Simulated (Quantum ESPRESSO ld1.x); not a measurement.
All-electron atom: Eu XL in [Ar] 3d6.

Method: scalar-relativistic Kohn-Sham, LDA (Slater exchange, Perdew-Zunger correlation), spin-polarised, spherical densities, point nucleus; open shells are filled with parallel spins first; computed with ld1.x of Quantum ESPRESSO 7.5.

Energy parts (hartree):
part                      energy
total                  -9734.576
kinetic                10496.376
electron-nucleus      -21852.733
Hartree                 1787.636
exchange-correlation    -165.855

Orbitals (lengths in bohr, moments of r in powers of bohr; r(90%) holds 90 % of the orbital's charge):
1s up: occ. 1; eigenvalue (hartree) -1848.21; r(90%) 0.0404; <r> 0.02233
1s down: occ. 1; eigenvalue (hartree) -1848.19; r(90%) 0.0404; <r> 0.02233
2s up: occ. 1; eigenvalue (hartree) -362.469; r(90%) 0.146; <r> 0.09477
2s down: occ. 1; eigenvalue (hartree) -361.898; r(90%) 0.146; <r> 0.09469
2p up: occ. 3; eigenvalue (hartree) -331.092; r(90%) 0.136; <r> 0.08350
2p down: occ. 3; eigenvalue (hartree) -330.637; r(90%) 0.136; <r> 0.08341
3s up: occ. 1; eigenvalue (hartree) -127.591; r(90%) 0.349; <r> 0.2392
3s down: occ. 1; eigenvalue (hartree) -126.982; r(90%) 0.349; <r> 0.2396
3p up: occ. 3; eigenvalue (hartree) -117.869; r(90%) 0.349; <r> 0.2351
3p down: occ. 3; eigenvalue (hartree) -117.250; r(90%) 0.350; <r> 0.2357
3d up: occ. 5; eigenvalue (hartree) -106.056; r(90%) 0.323; <r> 0.2101
3d down: occ. 1; eigenvalue (hartree) -105.299; r(90%) 0.324; <r> 0.2108

The highest occupied level is 3d down at -2865.3 eV. Spin moment in Bohr magnetons: 4. The density falls to 0.001 e/bohr^3 at r = 0.75 bohr. Summed over all electrons, <r^2> = 0.8960 bohr^2, which gives a Langevin (diamagnetic) susceptibility term of -0.71 x 10^-6 cm^3/mol. For comparison, the ionisation energy in NIST's Atomic Spectra Database is 2914 eV (theoretical). In exact Kohn-Sham theory the highest level is minus the ionisation energy, but local and semilocal functionals leave it too shallow, through self-interaction and a potential that decays too fast; potentials with the right tail come closer.
